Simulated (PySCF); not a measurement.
Compound: C4H5BF2.
Geometry (PBE0-D3(BJ)/def2-SVP, Å), atoms numbered from 1 in this order:
```xyz
12
C4H5BF2 angstrom
C      2.487    0.796    0.151
C      1.189    0.140    0.173
C      0.105   -0.399    0.190
C     -1.216   -1.004    0.207
B     -2.413    0.002    0.059
F     -3.652   -0.453    0.068
F     -2.257    1.299   -0.082
H      2.913    0.867    1.164
H      2.407    1.818   -0.250
H      3.204    0.244   -0.476
H     -1.326   -1.753   -0.599
H     -1.385   -1.576    1.139
```

The closed-shell ground state was solved at several levels (PySCF, density fitting, gas phase, non-relativistic).

| level | basis functions | total energy (Eh) | HOMO (eV) | LUMO (eV) | gap (eV) | dipole (D) |
| --- | --- | --- | --- | --- | --- | --- |
| B3LYP/pcJ-1 | 239 | -380.0641 | -7.03 | -0.02 | 7.01 | 1.49 |
| PBE0/pcSseg-1 | 144 | -379.5921 | -7.27 | 0.26 | 7.53 | 1.50 |
| CAM-B3LYP/def2-SVPD | 186 | -379.6264 | -8.66 | 0.83 | 9.49 | 1.60 |

(1) Estimate the row for KT3/pcSseg-2, a basis of 322 functions; the other rows only guide the guess.

(2) Over all these levels, which gives the widest orbital gap and which the narrowest?

(3) How far do the dipole and the HOMO energy spread over the levels?

## Answers

(1) Total energy -385.5484 Eh, HOMO -6.09 eV, LUMO -0.82 eV, gap 5.27 eV, dipole 1.45 D.

(2) CAM-B3LYP/def2-SVPD (range-separated hybrid) has the widest, 9.49 eV, and KT3/pcSseg-2 (GGA) the narrowest, 5.27 eV. Functional and basis both differ between the two, so the spread mixes both effects.

(3) The dipole runs from 1.45 to 1.60 D (mean 1.51 D) and the HOMO from -8.66 to -6.09 eV.

One conformer stands for the species.
